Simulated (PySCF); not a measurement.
`CSC[C@@H]1C[C@@H]1F`. Level of theory: PBE0-D3(BJ)/def2-SVP geometry optimisation, gas phase in PySCF.

```
atom  x, y, z in Å
C1     2.4932    0.3840   -0.4712
S2     1.7068   -1.0944    0.1972
C3     0.0908   -0.9974   -0.6196
C4    -0.7109    0.2417   -0.3141
C5    -1.1684    0.5005    1.1018
C6    -2.1521    0.0953    0.0662
F7    -2.6628   -1.1617    0.1318
H8     2.5304    0.3585   -1.5714
H9     3.5232    0.3983   -0.0882
H10    1.9860    1.3023   -0.1389
H11    0.2224   -1.1077   -1.7083
H12   -0.4516   -1.8895   -0.2724
H13   -0.4677    1.1197   -0.9211
H14   -1.1878    1.5243    1.4834
H15   -0.8887   -0.2601    1.8365
H16   -2.8908    0.8096   -0.3119
```

(1) What is the longest distance between nuclei?

(2) How far apart are these pairs, which share no bond: C1···H11, S2···F7, S2···H9, C5···H12, F7···H10, H13···H16?

(3) What is the repulsion energy of the bare nuclei, Σ ZA·ZB/RAB?

(4) Where is the centre of mass (commonest isotopes), and what is the radius of gyration?

(5) Write the matrix of distances between heavy atoms (Å, lower triangle).

## Answers

(1) H9···H16, 6.43 Å; the next longest distance is 6.38 Å.

(2) C1···H11 2.985 Å (3 bonds apart); S2···F7 4.371 Å (4 bonds apart); S2···H9 2.368 Å (2 bonds apart); C5···H12 2.849 Å (3 bonds apart); F7···H10 5.268 Å (6 bonds apart); H13···H16 2.518 Å (3 bonds apart).

(3) 375.56 Eh over 120 pairs, with full nuclear charges and distances in bohr; the largest single term is 28.18 Eh (C1 with S2).

(4) Mass 120.041 u; centre at (-0.092, -0.434, 0.035) Å; Rg = √(Σ m r²/M) = 2.082 Å. As Ia + Ib + Ic = 2 Σ m r², the three principal moments sum to 1040.4 u·Å².

(5) 
```
C1    0.000
S2    1.803  0.000
C3    2.775  1.813  0.000
C4    3.211  2.809  1.507  0.000
C5    3.987  3.410  2.606  1.510  0.000
C6    4.685  4.040  2.587  1.498  1.485  0.000
F7    5.416  4.371  2.859  2.445  2.437  1.358  0.000
```

Stationary, but not proved a minimum. The numbers are those of one conformer.
